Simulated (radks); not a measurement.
Valence configurations of neutral tin (all share [Kr]). Method: scalar-relativistic Kohn-Sham, PBE, spin-polarised, spherical densities, point nucleus; open shells are filled with parallel spins first (spin-orbit coupling, left out, can overturn this in heavy ions); computed with a radial shooting solver on a logarithmic mesh with Libxc functionals. Energies are relative to 4d10 5s2 5p2; eigenvalues in eV for spin up.

| valence | E (eV) | moment (Bohr magnetons) | e(4d) | e(5p) | e(5s) |
|---|---|---|---|---|---|
| 4d10 5s2 5p2 | 0.000 | 2 | -25.754 | -4.157 | -10.971 |
| 4d10 5p4 | 14.196 | 2 | -28.662 | -5.373 | - |
| 4d10 5s1 5p3 | 5.114 | 4 | -27.013 | -5.003 | -12.141 |
| 4d9 5s2 5p3 | 23.332 | 4 | -31.811 | -5.436 | -13.134 |
| 4d9 5s1 5p4 | 31.042 | 4 | -33.303 | -6.069 | -14.072 |
| 4d8 5s2 5p4 | 52.501 | 4 | -38.119 | -6.406 | -14.951 |
| 4d9.5 5s2 5p2.5 | 11.191 | 3 | -28.788 | -4.808 | -12.074 |
| 4d9.5 5s0.5 5p4 | 22.351 | 3 | -30.962 | -5.721 | -13.377 |
| 4d9.5 5s1.5 5p3 | 13.885 | 4 | -29.396 | -5.227 | -12.643 |

NIST lists [Kr] 4d10 5s2 5p2 as the ground configuration; this level of theory agrees among the configurations tried. The energies are those of spherical high-spin densities, not of single terms.
